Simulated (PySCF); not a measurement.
## Zinc: a sound run and one with changed settings

Sound run: Zn [Ar] 3d10 4s2, Zn⁺ [Ar] 3d10 4s1. Computed with PySCF 2.14 in cc-pVTZ-DK, with the spin-free X2C one-electron Hamiltonian (Gaussian nucleus). In the sound run the correlated levels freeze [Ar]. The sound run starts from symmetry-adapted Hartree-Fock orbitals and uses a fine grid where one is needed.

A second run was set up differently.

```csv
species,method,sound run (hartree),changed run (hartree),converged
Zn,UHF,-1794.26639,-1794.26639,yes
Zn,r2SCAN,-1795.89033,-1795.89033,yes
Zn,TPSS,-1795.92896,-1795.92896,yes
Zn,MP2,-1794.78194,-1794.76604,yes
Zn⁺,UHF,-1793.98058,-1793.98058,yes
Zn⁺,r2SCAN,-1795.54562,-1795.54562,yes
Zn⁺,TPSS,-1795.58522,-1795.58522,yes
Zn⁺,MP2,-1794.45007,-1794.43916,yes
```

Ionisation energy of Zn:

| method | sound run (eV) | changed run (eV) |
| --- | --- | --- |
| UHF | 7.777 | 7.777 |
| r2SCAN | 9.380 | 9.380 |
| TPSS | 9.354 | 9.354 |
| MP2 | 9.031 | 8.895 |
| SCS-MP2 | 9.045 | 8.894 |

(1) What was changed?
A. basis contracted for another Hamiltonian
B. minimal basis
C. too few SCF iterations
D. level shift left on

Results:

(1) D. It used initial guess 1e, at most 50 SCF cycles, level shift 0.1 hartree. A level shift leaves the converged SCF energy unchanged but raises the virtual orbital energies, which shrinks MP2 if it is not removed.
